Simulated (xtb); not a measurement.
xtb input (GFN2-xTB):

```bash
xtb mol.xyz --gfn 2 --sp --chrg -1 --uhf 0
```
mol.xyz:
```
4

V      0.06909198     0.16973552     0.13936616
O      1.39307476    -0.53930008    -0.78789033
O     -0.58678854    -0.86163692     1.17060125
O     -1.00492566     0.91294738    -0.78338862
```

Output:

```
           -------------------------------------------------
          |                Calculation Setup                |
           -------------------------------------------------

           -------------------------------------------------
          |                 G F N 2 - x T B                 |
           -------------------------------------------------

        Reference                      10.1021/acs.jctc.8b01176
      * Hamiltonian:
        H0-scaling (s, p, d)           1.850000    2.230000    2.230000
        zeta-weighting                 0.500000
      * Dispersion:
        s8                             2.700000
        a1                             0.520000
        a2                             5.000000
        s9                             5.000000
      * Repulsion:
        kExp                           1.500000    1.000000
        rExp                           1.000000
      * Coulomb:
        alpha                          2.000000
        third order                    shell-resolved
        anisotropic                    true
        a3                             3.000000
        a5                             4.000000
        cn-shift                       1.200000
        cn-exp                         4.000000
        max-rad                        5.000000

          ...................................................
          :                      SETUP                      :
          :.................................................:
          :  # basis functions                  22          :
          :  # atomic orbitals                  21          :
          :  # shells                            9          :
          :  # electrons                        24          :
          :  max. iterations                   250          :
          :  Hamiltonian                  GFN2-xTB          :
          :  restarted?                      false          :
          :  GBSA solvation                  false          :
          :  PC potential                    false          :
          :  electronic temp.          300.0000000     K    :
          :  accuracy                    1.0000000          :
          :  -> integral cutoff          0.2500000E+02      :
          :  -> integral neglect         0.1000000E-07      :
          :  -> SCF convergence          0.1000000E-05 Eh   :
          :  -> wf. convergence          0.1000000E-03 e    :
          :  Broyden damping             0.4000000          :
          :  net charge                         -1          :
          :  unpaired electrons                  0          :
          ...................................................

 iter      E             dE          RMSdq      gap      omega  full diag
   1     -8.3517446 -0.835174E+01  0.377E+01    0.38       0.0  T
   2    -10.2616550 -0.190991E+01  0.326E+01   18.70       1.0  T
   3    -12.0048120 -0.174316E+01  0.240E+01    7.84       1.0  T
   4    -12.7181402 -0.713328E+00  0.214E+01    5.56       1.0  T
   5    -11.6732724  0.104487E+01  0.230E+01    9.21       1.0  T
   6     -7.0913667  0.458191E+01  0.528E+01    0.55       1.0  T
   7     -7.1533801 -0.620134E-01  0.525E+01    0.55       1.0  T
   8     -7.4398732 -0.286493E+00  0.511E+01    0.54       1.0  T
   9     -7.9055112 -0.465638E+00  0.497E+01    0.53       1.0  T
  10    -11.1738006 -0.326829E+01  0.346E+01    0.44       1.0  T
  11    -13.9511495 -0.277735E+01  0.998E+00    0.16       1.0  T
  12    -14.2232408 -0.272091E+00  0.787E+00    0.48       1.0  T
  13    -13.9906917  0.232549E+00  0.128E+01    2.59       1.0  T
  14    -13.9747185  0.159732E-01  0.110E+01    2.64       1.0  T
  15    -14.0760415 -0.101323E+00  0.100E+01    2.37       1.0  T
  16    -14.1280212 -0.519797E-01  0.926E+00    2.23       1.0  T
  17    -13.8655921  0.262429E+00  0.123E+01    2.94       1.0  T
  18    -13.8788121 -0.132200E-01  0.122E+01    2.91       1.0  T
  19    -14.1981296 -0.319318E+00  0.102E+01    2.00       1.0  T
  20    -14.1280330  0.700967E-01  0.109E+01    2.23       1.0  T
  21    -14.2712007 -0.143168E+00  0.103E+01    1.70       1.0  T
  22    -14.2375677  0.336329E-01  0.107E+01    1.84       1.0  T
  23    -14.2541062 -0.165384E-01  0.103E+01    1.78       1.0  T
  24    -14.3043830 -0.502768E-01  0.756E+00    1.61       1.0  T
  25    -14.3518760 -0.474931E-01  0.426E+00    1.29       1.0  T
  26    -14.3575918 -0.571574E-02  0.256E+00    1.22       1.0  T
  27    -14.3594884 -0.189657E-02  0.197E+00    1.10       1.0  T
  28    -14.3596162 -0.127885E-03  0.180E+00    1.10       1.0  T
  29    -14.3373158  0.223005E-01  0.305E+00    0.87       1.0  T
  30    -14.3430488 -0.573303E-02  0.264E+00    0.91       1.0  T
  31    -14.3557376 -0.126888E-01  0.152E+00    1.03       1.0  T
  32    -14.3597778 -0.404022E-02  0.699E-01    1.17       1.0  T
  33    -14.3596766  0.101215E-03  0.574E-01    1.18       1.0  T
  34    -14.3599223 -0.245757E-03  0.381E-01    1.16       1.0  T
  35    -14.3599572 -0.348717E-04  0.272E-01    1.14       1.0  T
  36    -14.3599620 -0.476667E-05  0.252E-01    1.15       1.0  T
  37    -14.3599658 -0.378117E-05  0.187E-01    1.15       1.0  T
  38    -14.3599727 -0.693768E-05  0.117E-01    1.15       1.0  T
  39    -14.3599766 -0.388353E-05  0.489E-02    1.15       1.0  T
  40    -14.3599771 -0.563471E-06  0.136E-02    1.15       3.7  T
  41    -14.3599772 -0.827568E-07  0.434E-03    1.15      11.5  T
  42    -14.3599773 -0.291871E-07  0.116E-03    1.15      43.1  T
  43    -14.3599773  0.181927E-08  0.919E-04    1.15      54.4  T
  44    -14.3599773 -0.301455E-08  0.371E-04    1.15     134.8  T

   *** convergence criteria satisfied after 44 iterations ***

         #    Occupation            Energy/Eh            Energy/eV
      -------------------------------------------------------------
         1        2.0000           -0.4961496             -13.5009
       ...           ...                  ...                  ...
         6        2.0000           -0.2644732              -7.1967
         7        2.0000           -0.2632466              -7.1633
         8        2.0000           -0.2549621              -6.9379
         9        2.0000           -0.2378985              -6.4735
        10        2.0000           -0.2309614              -6.2848
        11        2.0000           -0.2225488              -6.0559
        12        2.0000           -0.2119938              -5.7686 (HOMO)
        13                         -0.1699113              -4.6235 (LUMO)
        14                         -0.1090286              -2.9668
        15                         -0.0936245              -2.5477
        16                         -0.0013027              -0.0354
        17                         -0.0004506              -0.0123
       ...                                ...                  ...
        21                          0.5715520              15.5527
      -------------------------------------------------------------
                  HL-Gap            0.0420824 Eh            1.1451 eV
             Fermi-level           -0.1909525 Eh           -5.1961 eV

 SCC (total)                   0 d,  0 h,  0 min,  0.005 sec
 SCC setup                      ...        0 min,  0.000 sec (  1.207%)
 Dispersion                     ...        0 min,  0.000 sec (  0.470%)
 classical contributions        ...        0 min,  0.000 sec (  0.224%)
 integral evaluation            ...        0 min,  0.000 sec (  8.974%)
 iterations                     ...        0 min,  0.004 sec ( 77.452%)
 molecular gradient             ...        0 min,  0.001 sec ( 10.400%)
 printout                       ...        0 min,  0.000 sec (  1.133%)

         :::::::::::::::::::::::::::::::::::::::::::::::::::::
         ::                     SUMMARY                     ::
         :::::::::::::::::::::::::::::::::::::::::::::::::::::
         :: total energy             -14.320254121714 Eh    ::
         :: gradient norm              0.091207443940 Eh/a0 ::
         :: HOMO-LUMO gap              1.145121745989 eV    ::
         ::.................................................::
         :: SCC energy               -14.359977157270 Eh    ::
         :: -> isotropic ES            0.222981759163 Eh    ::
         :: -> anisotropic ES          0.014431056685 Eh    ::
         :: -> anisotropic XC         -0.006967232993 Eh    ::
         :: -> dispersion             -0.002162587228 Eh    ::
         :: repulsion energy           0.039723035556 Eh    ::
         :: add. restraining           0.000000000000 Eh    ::
         :: total charge              -1.000000000000 e     ::
         :::::::::::::::::::::::::::::::::::::::::::::::::::::

           -------------------------------------------------
          |                Property Printout                |
           -------------------------------------------------

    * Orbital Energies and Occupations

         #    Occupation            Energy/Eh            Energy/eV
      -------------------------------------------------------------
         1        2.0000           -0.4961496             -13.5009
         2        2.0000           -0.4544805             -12.3670
         3        2.0000           -0.4421668             -12.0320
         4        2.0000           -0.2741696              -7.4605
         5        2.0000           -0.2682451              -7.2993
         6        2.0000           -0.2644732              -7.1967
         7        2.0000           -0.2632466              -7.1633
         8        2.0000           -0.2549621              -6.9379
         9        2.0000           -0.2378985              -6.4735
        10        2.0000           -0.2309614              -6.2848
        11        2.0000           -0.2225488              -6.0559
        12        2.0000           -0.2119938              -5.7686 (HOMO)
        13                         -0.1699113              -4.6235 (LUMO)
        14                         -0.1090286              -2.9668
        15                         -0.0936245              -2.5477
        16                         -0.0013027              -0.0354
        17                         -0.0004506              -0.0123
        18                          0.2109038               5.7390
        19                          0.4604942              12.5307
        20                          0.5653482              15.3839
        21                          0.5715520              15.5527
      -------------------------------------------------------------
                  HL-Gap            0.0420824 Eh            1.1451 eV
             Fermi-level           -0.1909525 Eh           -5.1961 eV

     #   Z          covCN         q      C6AA      α(0)
     1  23 V        2.213     0.549   204.927    32.987
     2   8 O        0.737    -0.542    24.800     6.674
     3   8 O        0.738    -0.504    23.924     6.555
     4   8 O        0.738    -0.504    23.924     6.555

 Mol. C6AA /au·bohr⁶  :        803.507569
 Mol. C8AA /au·bohr⁸  :      45103.481700
 Mol. α(0) /au        :         52.770148

Wiberg/Mayer (AO) data.
largest (>0.10) Wiberg bond orders for each atom

 ---------------------------------------------------------------------------
     #   Z sym  total        # sym  WBO       # sym  WBO       # sym  WBO
 ---------------------------------------------------------------------------
     1  23 V    6.160 --     3 O    2.085     4 O    2.085     2 O    1.991
     2   8 O    2.203 --     1 V    1.991     3 O    0.106     4 O    0.106
     3   8 O    2.304 --     1 V    2.085     4 O    0.113     2 O    0.106
     4   8 O    2.304 --     1 V    2.085     3 O    0.113     2 O    0.106
 ---------------------------------------------------------------------------

Topologies differ in total number of bonds
Writing topology from bond orders to xtbtopo.mol
Note: The following floating-point exceptions are signalling: IEEE_DENORMAL
normal termination of xtb

molecular dipole:
                 x           y           z       tot (Debye)
 q only:        0.160       0.680       0.583
   full:        0.775       1.647       1.330       5.731
molecular quadrupole (traceless):
                xx          xy          yy          xz          yz          zz
 q only:       -2.147       3.327       2.117       2.945       3.486       0.030
  q+dip:       -2.506       3.907       2.485       3.429       4.203       0.020
   full:       -3.263       5.534       3.371       4.753       6.003      -0.108

           -------------------------------------------------
          | TOTAL ENERGY              -14.320254121714 Eh   |
          | GRADIENT NORM               0.091207443940 Eh/α |
          | HOMO-LUMO GAP               1.145121745989 eV   |
           -------------------------------------------------

------------------------------------------------------------------------
------------------------------------------------------------------------
 total:
 SCF:
```

This state (charge -1, singlet) is run at the relaxed geometry of the species with charge 0 and multiplicity 2.
